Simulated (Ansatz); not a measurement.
Relaxation of CH2AlF2 (6 atoms, charge 0, multiplicity 2), to a largest force component of 0.015 eV/Å in at most 40 steps.

Theory: UKS B3LYP/def2-SVPD in Ansatz 0.2.0.

```xyz
6
Properties=species:S:1:pos:R:3
C -0.470 0.936 -0.190
Al 0.380 -0.756 0.154
F 1.449 -0.987 1.386
F 0.101 -2.099 -0.758
H -1.162 1.090 -1.006
H -0.297 1.817 0.413
```

Where does it end, and by what steps?

It converged. After 4 steps the energy has fallen by 0.035 eV; F3 moved furthest, 0.05 Å.

```csv
step,energy less start (eV),largest force component (eV/Å),accepted
0,0.0000,0.862,yes
1,-0.0252,0.417,yes
2,-0.0349,0.051,yes
3,-0.0351,0.065,yes
4,-0.0353,0.002,yes
```

```xyz
6
Properties=species:S:1:pos:R:3
C -0.461 0.918 -0.187
Al 0.380 -0.758 0.154
F 1.457 -0.954 1.419
F 0.076 -2.099 -0.797
H -1.170 1.079 -1.006
H -0.283 1.814 0.417
```

Whether the end is a true minimum wasn't checked by a vibrational analysis.

Run time: 19 s on 2 threads of Arm Neoverse V2, on a shared host, peak memory 0.23 GiB.
